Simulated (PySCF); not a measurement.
The third ionisation energy along the third row

All values are computed (PySCF 2.14, energy differences of UHF-based or UKS calculations, no spin-orbit coupling). Values in eV. The last column holds reference values (NIST; (s) semi-empirical, (t) theoretical, else measured). Unmarked ones compare directly (S terms, centres of terms, or small fine structure); those marked * lie between the lowest fine-structure levels and include a spin-orbit shift.

| element | configurations | MP2 (valence) | SCS-MP2 (valence) | CCSD (valence) | CCSD(T) (valence) | PBE0 | r2SCAN | reference |
| --- | --- | --- | --- | --- | --- | --- | --- | --- |
| Al (aug-cc-pV(T+d)Z, non-relativistic) | [Ne] 3s1 → [Ne] | n/a | n/a | n/a | n/a | 28.677 | 28.376 | 28.448 |
| Si (aug-cc-pV(T+d)Z, non-relativistic) | [Ne] 3s2 → [Ne] 3s1 | 32.823 | 32.996 | 33.175 | 33.175 | 33.245 | 32.867 | 33.493 |
| P (aug-cc-pV(T+d)Z, non-relativistic) | [Ne] 3s2 3p1 → [Ne] 3s2 | 29.877 | 29.867 | 30.005 | 30.034 | 30.259 | 30.369 | 30.203 * |
| S (aug-cc-pV(T+d)Z, non-relativistic) | [Ne] 3s2 3p2 → [Ne] 3s2 3p1 | 34.636 | 34.541 | 34.680 | 34.713 | 34.876 | 35.030 | 34.86 ± 0.04 (s) * |
| Cl (aug-cc-pV(T+d)Z, non-relativistic) | [Ne] 3s2 3p3 → [Ne] 3s2 3p2 | 39.613 | 39.416 | 39.541 | 39.577 | 39.667 | 39.832 | 39.8 ± 0.11 (s) * |
| Ar (aug-cc-pV(T+d)Z, non-relativistic) | [Ne] 3s2 3p4 → [Ne] 3s2 3p3 | 40.207 | 40.294 | 40.319 | 40.347 | 40.731 | 40.700 | 40.735 ± 0.012 (s) * |

"Valence" correlates the outer s and p shells and, in groups 3 to 12 and the f block, the outer d or f shell, open or full, or the next shell where the ion has no valence electron left; the wider scheme adds the next inner shell.
